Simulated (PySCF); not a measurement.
Computed properties of CH₅O, SMILES C[OH2+], charge +1

CH5O, SMILES [OH2+]C, charge +1. The structure is a stationary point at B3LYP-D3(BJ)/def2-TZVP. The isomer is the one that the SMILES or the coordinates give; other isomers of the formula were not compared. Other conformers were not sampled. All values are computed for the isolated molecule unless a solvent is named; none is compared with measurement here.

**Structure.** The optimised structure has Cs symmetry. All 15 harmonic modes at B3LYP-D3(BJ)/def2-TZVP (PySCF) are real, so it is a minimum.

**Vibrations.** The strongest infrared lines (harmonic, unscaled, degenerate partners summed) lie at 3702 cm⁻¹ (323 km/mol, H 92 %, O 8 %), 682 cm⁻¹ (313 km/mol, H 79 %, O 19 %), 3626 cm⁻¹ (197 km/mol, H 97 %). The softest mode is at 244 cm⁻¹ and the zero-point energy is 40.1 kcal/mol.

**Electronic structure.** CAM-B3LYP/def2-TZVPD (PySCF) places the frontier levels at -18.89 and -5.62 eV, a gap of 13.27 eV and a mean polarisability of 17.4 bohr³. PBE/def2-TZVPD (PySCF) at the same geometry gives -15.66 and -7.49 eV, so its gap is 5.10 eV narrower. An orbital gap is neither the optical nor the fundamental gap.

**Excitations.** TDA-ωB97X/def2-TZVPD (PySCF) has S1 at 9.62 eV (129 nm, f = 0.001, dark); the most intense of the 10 singlets computed lies at 12.44 eV (f = 0.13). T1 (TDA) is at 8.97 eV, 0.65 eV under S1. TDA-PBE/def2-TZVPD (PySCF) puts S1 at 8.40 eV. No vertical singlet excitation falls in the visible range (under 3.1 eV).

**NMR.** GIAO shifts at B3LYP/pcSseg-2 (PySCF) (non-relativistic, atoms alike by connectivity averaged): ¹³C at 84.1 ppm against TMS; ¹H from 5.4 to 5.9 ppm against TMS.

**Solvation.** SMD-ωB97X/def2-SVP (PySCF) gives -79.7 kcal/mol in water, -77.5 kcal/mol in 2-propanol, -41.0 kcal/mol in toluene (1 M in both phases, gas-phase geometry); of these solvents water holds the molecule best.
